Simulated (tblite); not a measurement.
Species: C5H5F3O3S.
SMILES with atom numbers: `[O:1]=[S:2]1(=[O:3])[O:4][CH2:5][CH2:6][C@@H:7]1[C:8]([F:9])=[C:10]([F:11])[F:12]` (hydrogens: H13, H14 on C5; H15, H16 on C6; H17 on C7)

Computed with GFN2-xTB (tblite), gas phase: L-BFGS steps from a force-field or distance-geometry start until the largest atomic force falls under 0.01 eV/Å.

The end geometry, which sets the zero of energy:
```
atom  x, y, z in Å
O1     -1.1811    2.1418   -0.8819
S2     -0.6718    1.4335    0.2463
O3      0.0471    2.1449    1.2410
O4     -1.8543    0.5770    0.9214
C5     -2.0992   -0.4980    0.0420
C6     -0.7460   -1.1719   -0.2363
C7      0.2650   -0.0471   -0.4155
C8      1.5087   -0.1928    0.3666
F9      1.3670   -0.6948    1.6056
C10     2.7182    0.1937   -0.0322
F11     3.8343    0.1171    0.6649
F12     2.9445    0.6797   -1.2461
H13    -2.8010   -1.1705    0.5354
H14    -2.5355   -0.1063   -0.8841
H15    -0.4733   -1.7786    0.6290
H16    -0.8059   -1.8147   -1.1132
H17     0.4762    0.1991   -1.4529
```

**Question.** These geometries come from the run, each turned onto the end geometry. Order them by energy, lowest first.
A.
```
atom  x, y, z in Å
O1     -0.5235    2.5003   -0.5336
S2     -0.6258    1.4125    0.3780
O3     -0.2504    1.6326    1.7303
O4     -2.1181    0.7940    0.3255
C5     -2.1403   -0.5087   -0.2119
C6     -0.7783   -1.1569    0.0425
C7      0.2322   -0.0912   -0.3209
C8      1.5730   -0.2280    0.2823
F9      1.6393   -0.8597    1.4662
C10     2.6926    0.2781   -0.2335
F11     3.8951    0.2111    0.3040
F12     2.7254    0.8891   -1.4100
H13    -2.9477   -1.0559    0.2797
H14    -2.3443   -0.4492   -1.2877
H15    -0.6789   -1.3856    1.1047
H16    -0.6608   -2.0720   -0.5361
H17     0.3034    0.1017   -1.3894
```
B.
```
atom  x, y, z in Å
O1     -0.4637    2.4949   -0.5543
S2     -0.6160    1.4179    0.3704
O3     -0.2433    1.6329    1.7247
O4     -2.1042    0.8098    0.2877
C5     -2.1317   -0.5065   -0.2184
C6     -0.7662   -1.1546    0.0572
C7      0.2339   -0.0897   -0.2948
C8      1.5608   -0.2029    0.3034
F9      1.6815   -0.8657    1.4583
C10     2.6620    0.2879   -0.2371
F11     3.8629    0.1389    0.2726
F12     2.6406    0.9454   -1.3810
H13    -2.9362   -1.0583    0.2832
H14    -2.3438   -0.4797   -1.2945
H15    -0.7026   -1.4047    1.1141
H16    -0.6148   -2.0546   -0.5358
H17     0.2737    0.1013   -1.3656
```
C.
```
atom  x, y, z in Å
O1     -1.1708    2.1778   -0.8353
S2     -0.7133    1.4422    0.2974
O3     -0.0561    2.1290    1.3512
O4     -1.9206    0.5581    0.8897
C5     -2.1045   -0.5143   -0.0070
C6     -0.7238   -1.1528   -0.2164
C7      0.2637   -0.0057   -0.3837
C8      1.5198   -0.1452    0.3796
F9      1.3943   -0.5663    1.6500
C10     2.7358    0.1320   -0.0853
F11     3.8715    0.0293    0.5773
F12     2.9467    0.5399   -1.3313
H13    -2.8109   -1.2046    0.4555
H14    -2.5151   -0.1283   -0.9479
H15    -0.4657   -1.7159    0.6806
H16    -0.7247   -1.8300   -1.0675
H17     0.4665    0.2668   -1.4170
```
D.
```
atom  x, y, z in Å
O1     -0.4627    2.4956   -0.6056
S2     -0.5798    1.4380    0.3588
O3     -0.2339    1.6114    1.7678
O4     -2.0828    0.8088    0.2786
C5     -2.1354   -0.5306   -0.2132
C6     -0.7796   -1.1507    0.0469
C7      0.2107   -0.0363   -0.2916
C8      1.5718   -0.1781    0.3202
F9      1.7005   -0.8752    1.4748
C10     2.6690    0.2968   -0.2524
F11     3.8698    0.1038    0.3267
F12     2.5925    0.9623   -1.4249
H13    -2.9431   -1.0779    0.2859
H14    -2.3421   -0.4826   -1.2967
H15    -0.7110   -1.4084    1.1139
H16    -0.6110   -2.0564   -0.5262
H17     0.2599    0.0915   -1.3730
```
E.
```
atom  x, y, z in Å
O1     -1.0406    2.2583   -0.7252
S2     -0.7220    1.4217    0.3854
O3     -0.1436    2.0115    1.5380
O4     -2.0092    0.5550    0.8126
C5     -2.1065   -0.5129   -0.1022
C6     -0.7217   -1.1684   -0.1323
C7      0.2491   -0.0134   -0.3302
C8      1.5424   -0.1270    0.3688
F9      1.4791   -0.4844    1.6623
C10     2.7306    0.1352   -0.1714
F11     3.8970    0.0971    0.4414
F12     2.8766    0.4281   -1.4575
H13    -2.8893   -1.1821    0.2584
H14    -2.3596   -0.1226   -1.0959
H15    -0.5342   -1.6359    0.8383
H16    -0.6445   -1.9120   -0.9261
H17     0.3893    0.2639   -1.3743
```

**Answer.** C (0.006 eV), E (0.026 eV), A (0.070 eV), B (0.125 eV), D (0.394 eV).

In the order of the answer:

```csv
step,E above end (eV),largest force (eV/Å),rms force component (eV/Å),rms distance from end (Å),rms bond change (Å),bond most changed (Å)
85,0.006,0.07,0.028,0.094,0.001,S2–C7 +0.002
62,0.026,0.11,0.037,0.226,0.002,C5–C6 -0.005
23,0.070,0.06,0.020,0.465,0.004,C6–C7 -0.010
3,0.125,0.46,0.165,0.481,0.009,C6–C7 -0.020
0,0.394,2.27,0.599,0.486,0.026,S2–C7 -0.078
```

Hardware: one thread of an Arm Neoverse N1 (shared host).
